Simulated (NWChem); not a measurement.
Basis-set convergence for FGa

```xyz
2

Ga     0.0000     0.0000    -0.4019
F      0.0000     0.0000     1.3842
```
Charge 0, spin multiplicity 1.

The numbers come from NWChem runs, not from measurements. Structure: optimised with B3LYP/def2-SVP, a minimum by its harmonic frequencies.

Quantity: first vertical ionisation energy at the level G0W0@PBE0.

The Hamiltonian is non-relativistic. GW and range-separated runs recompute their integrals, the others keep them in memory, which bears on the times. The structure started from a generated list of species.

Relative cost: rough, from shared machines, SCF included, def2-SVP = 1.

Task: In def2-TZVPD the value is 10.04 eV. Among def2-SVP, def2-SVPD, def2-TZVPP, which is the smallest basis within 0.1 eV of it?

Result: def2-TZVPP, with 79 functions against 94. def2-TZVPD isn't the basis-set limit itself, and a small set can land close by cancellation.

```csv
basis,functions,first vertical ionisation energy (eV),relative cost
def2-SVP,46,9.68,1
def2-SVPD,61,9.81,under 3
def2-TZVPP,79,10.06,5
def2-TZVPD,94,10.04,5
```
